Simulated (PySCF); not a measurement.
H2Cl3NTi, triplet, geometry from GFN2-xTB (such geometries of metal compounds can be far from the true shape) (the multiplicity is a formal guess). Base run: DF-M062X/6-31G** in PySCF.

Input for PySCF:
```python
from pyscf import gto, scf, dft

mol = gto.M(
    atom='''
Ti   -0.07744318   -0.27658050   -0.06569635
Cl    1.95596610    0.21157410   -0.70732681
Cl    0.10582861   -0.03461224    2.11600214
Cl   -1.24759649    1.16831327   -1.24564679
N    -1.25233493   -1.77257245   -0.14770135
H    -1.19515783   -2.69777045   -0.57479415
H    -2.17611767   -1.67912884    0.28253795
''',
    basis='6-31g**',
    spin=2,
    verbose=4,
)

mf = dft.UKS(mol)
mf.xc = 'm062x'
mf = mf.density_fit(auxbasis='def2-universal-jkfit')
mf.kernel()
mf.analyze()
```

Variants of this job, named by their change:

```tsv
change	basis functions	E (Eh)	HOMO (eV)	dipole (D)	core-seconds (rough)
base	112	-2285.89959	-8.14	8.06	50
basis = STO-3G	52	-2261.75669	-2.89	8.20	20
basis = 6-31G	___	___	___	___	40
basis = def2-SVP	109	-2285.46708	-7.82	7.70	70
basis = pc-1	109	___	___	___	60
basis = cc-pVDZ	121	-2286.07152	-8.11	7.57	70
basis = aug-pcseg-1	169	-2285.89199	-8.20	7.43	100
basis = aug-cc-pVDZ	181	-2286.08445	-8.01	7.39	100
basis = cc-pVTZ	___	___	___	___	200
basis = cc-pV(T+d)Z	243	-2286.15337	-7.97	7.44	200
```

Question: Some entries are withheld; supply them.

Answer: 
- basis = 6-31G, basis functions: 79
- basis = 6-31G, E (Eh): -2285.85554
- basis = 6-31G, HOMO (eV): -8.35
- basis = 6-31G, dipole (D): 8.50
- basis = pc-1, E (Eh): -2285.96751
- basis = pc-1, HOMO (eV): -8.31
- basis = pc-1, dipole (D): 7.67
- basis = cc-pVTZ, basis functions: 228
- basis = cc-pVTZ, E (Eh): -2286.15238
- basis = cc-pVTZ, HOMO (eV): -7.98
- basis = cc-pVTZ, dipole (D): 7.46

Totals compare only among sets that treat the same electrons; sets with core potentials leave the core out.

Open shells are given as the SCF converged; they aren't shown to be the lowest states, and a large step between rows can be another state.
